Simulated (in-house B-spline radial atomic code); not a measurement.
A fraction x of an electron is removed from 4p in the krypton ion Kr⁺, starting from [Ar] 3d10 4s2 4p5 and keeping the highest spin. Level of theory: non-relativistic LDA VWN5, spin-polarised, spherical fractional occupations, point nucleus; calculated with a B-spline radial code for spherical atoms.

```csv
x,E(x) - E(0) (eV),4p down level (eV)
0,0.0000,-19.303
0.04,0.7805,-19.720
0.22,4.5001,-21.615
0.31,6.4885,-22.573
0.4,8.5634,-23.538
0.5,10.9711,-24.617
0.56,12.4677,-25.269
0.68,15.5786,-26.581
0.76,17.7402,-27.461
0.97,23.7513,-29.792
1,24.6501,-30.128
```

The exact functional would give a straight line between the two integer points. Deviations E(x) - E(0) - x[E(1) - E(0)], in eV: -0.206 at x = 0.04, -0.923 at x = 0.22, -1.153 at x = 0.31, -1.297 at x = 0.4, -1.354 at x = 0.5, -1.336 at x = 0.56, -1.183 at x = 0.68, -0.994 at x = 0.76, -0.159 at x = 0.97.

The curve lies below the straight line by up to 1.354 eV (at x = 0.5): convex, the delocalisation error that favours fractional charges.

How well does Slater's transition state (minus the level at half occupation) give the ionisation energy?

It gives 24.617 eV against 24.650 eV from the two total energies; NIST lists 24.36 eV, ground level to ground level.
